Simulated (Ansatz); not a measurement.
CH$_{7}$BFPSi, SMILES `BP[SiH](C)F`, relaxed with RKS PBE0-D4/def2-TZVP in Ansatz from a PBE-D4/def2-SVP geometry. The force threshold is 0.005 eV/Å; the program also tests the step.

The species carries charge 0 and has multiplicity 1.

Start:

```xyz
12

B    -0.664   -1.293    2.274
P     0.602   -0.360    1.286
Si   -0.472    0.485   -0.510
C     0.787    0.979   -1.805
F    -1.267    1.811    0.045
H    -1.727   -0.747    2.490
H    -0.381   -2.350    2.800
H     1.496   -1.331    0.728
H    -1.519   -0.429   -1.077
H     0.286    1.460   -2.669
H     1.330    0.086   -2.177
H     1.528    1.688   -1.385
```

Question: By how much does the energy fall, and how many steps does the optimiser take? (Best estimate.)

Answer: Computed: 10.97 kJ/mol, in 41 steps, 4 of them rejected.

Question: Which bonds change most? (Best estimate.)

Answer: The calculation gave: Si3–F5 from 1.643 to 1.604 Å; P2–Si3 from 2.257 to 2.228 Å; B1–H7 from 1.214 to 1.193 Å; P2–H8 from 1.433 to 1.412 Å.

Question: Give the relaxed structure. (Estimate.)

Answer: The calculation gave: 
```xyz
12

B    -0.430   -1.605    1.690
P     0.119    0.156    1.702
Si   -0.520    0.959   -0.276
C     0.586    0.474   -1.683
F    -0.529    2.561   -0.198
H    -1.540   -1.851    1.325
H     0.264   -2.458    2.152
H     1.531    0.141    1.665
H    -1.921    0.507   -0.456
H     0.257    0.952   -2.609
H     0.564   -0.609   -1.822
H     1.619    0.773   -1.489
```
